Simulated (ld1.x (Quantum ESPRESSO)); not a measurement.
# oxygen: excitation energies, all-electron against ultrasoft

oxygen, ultrasoft, made with ld1.x (Quantum ESPRESSO) 7.5 (PBE, scalar-relativistic). Core [He], reference 2s2 2p3 (charge +1). Waves: 2s (bound): rcut 0.55, rcutus 0.70 bohr; 2s channel at 0.7 Ry: rcut 0.55, rcutus 0.70 bohr; 2p (bound): rcut 1.25, rcutus 1.65 bohr; 2p channel at -1.35 Ry: rcut 1.25, rcutus 1.65 bohr; 3d channel at 0.3 Ry: rc 1.80 bohr. Local part: the d channel. Core correction: none. Augmentation charge: built from norm-conserving waves at rcut, not smoothed further.

Energies are relative to the spin-unpolarised reference configuration 2s2 2p3; without spin polarisation the order of configurations can differ from experiment.

(1) Give the all-electron excitation energy and the error of the potential for: 2s2 2p4; 2s2 2p2; 2s2 2p1; 2s2 2p0; 2s2 2p3.5; 2s1 2p5; 2s2 2p4.3.

Answers

(1)

| valence configuration | charge | ΔE all-electron (eV) | error AE − PS (meV) |
| --- | --- | --- | --- |
| 2s2 2p4 | 0 | -16.431 | +11 |
| 2s2 2p2 | +2 | 33.586 | +37 |
| 2s2 2p1 | +3 | 87.455 | +276 |
| 2s2 2p0 | +4 | 164.360 | +1139 |
| 2s2 2p3.5 | +0.5 | -10.145 | +4.2 |
| 2s1 2p5 | 0 | -1.481 | +104 |
| 2s2 2p4.3 | -0.3 | -18.553 | +15 |
